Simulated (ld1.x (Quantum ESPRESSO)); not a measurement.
Which change was made? (Ga, TM semilocal)

gallium (Ga), norm-conserving Troullier–Martins (semilocal form), made with ld1.x (Quantum ESPRESSO) 7.5 (PBE, scalar-relativistic). Core [Ar], reference 3d10 4s2 4p1. Waves: 4p (bound): rc 2.15 bohr; 3d (bound): rc 0.60 bohr; 4s (bound): rc 1.65 bohr. Local part: the s channel. Core correction: none.

Cutoffs, loose and tight: the cutoffs (Ry, on a coarse ladder) from which the occupation-weighted sum of valence levels, in a spherical-Bessel basis at the reference potential, stays within 10 and 1 mRy of its value at 400 Ry. They do not see the model core or the augmentation charge, which bear on the density cutoff. Test errors are all-electron minus pseudo excitation energies from the reference, over the configurations 3d10 4s2 4p0; 3d10 4s1 4p0; 3d10 4s0 4p0; 3d9 4s2 4p1; 3d9 4s2 4p2; 3d10 4s1 4p2; 3d10 4s2 4p1.3; variants that change the core or the reference have their own tests. The largest error is taken over the tests solved by every variant that gives reliable tests at all, those not shown here included: 3d10 4s0 4p0; 3d10 4s1 4p0; 3d10 4s1 4p2; 3d10 4s2 4p0; 3d10 4s2 4p1.3.

The base gives: outcome: generated; bound ghosts: not determined; largest test error (meV): +86.

**Question.** After one change the result is: outcome: generated; bound ghosts: none; largest test error (meV): +48. Which change was it?
A. core [Ar] 3d10, valence charge 3; reference 4s2 4p1; waves now 4p (bound): rc 1.80 bohr; 4s (bound): rc 1.30 bohr
B. all radii scaled by about 1.34 (s 2.20, p 2.88, d 0.80 bohr)
C. type ultrasoft, which also changes the form from semilocal to separable; waves now 4s (bound): rcut 1.45, rcutus 1.65 bohr; 4s channel at -0.2 Ry: rcut 1.45, rcutus 1.65 bohr; 4p (bound): rcut 1.85, rcutus 2.15 bohr; 4p channel at 0.8 Ry: rcut 1.85, rcutus 2.15 bohr; 3d (bound): rcut 0.50, rcutus 0.60 bohr; 3d channel at -0.7 Ry: rcut 0.50, rcutus 0.60 bohr; local potential all-electron potential smoothed inside 1.55 bohr (lloc = -1); augmentation PSQ, radius 0.55 bohr

**Answer.** B. The others give: type ultrasoft, which also changes the form from semilocal to separable; waves now 4s (bound): rcut 1.45, rcutus 1.65 bohr; 4s channel at -0.2 Ry: rcut 1.45, rcutus 1.65 bohr; 4p (bound): rcut 1.85, rcutus 2.15 bohr; 4p channel at 0.8 Ry: rcut 1.85, rcutus 2.15 bohr; 3d (bound): rcut 0.50, rcutus 0.60 bohr; 3d channel at -0.7 Ry: rcut 0.50, rcutus 0.60 bohr; local potential all-electron potential smoothed inside 1.55 bohr (lloc = -1); augmentation PSQ, radius 0.55 bohr → outcome: generated; cutoff, loose: 300 Ry; cutoff, tight: over 300 Ry; bound ghosts: none; largest test error (meV): +151 | core [Ar] 3d10, valence charge 3; reference 4s2 4p1; waves now 4p (bound): rc 1.80 bohr; 4s (bound): rc 1.30 bohr → outcome: generated; cutoff, loose: 45 Ry; cutoff, tight: 140 Ry; bound ghosts: none; largest test error (meV): +123. In the semilocal form every listed channel keeps its own potential, so the choice of the local channel does not act on these tests. It acts once the file is put into the separable form.
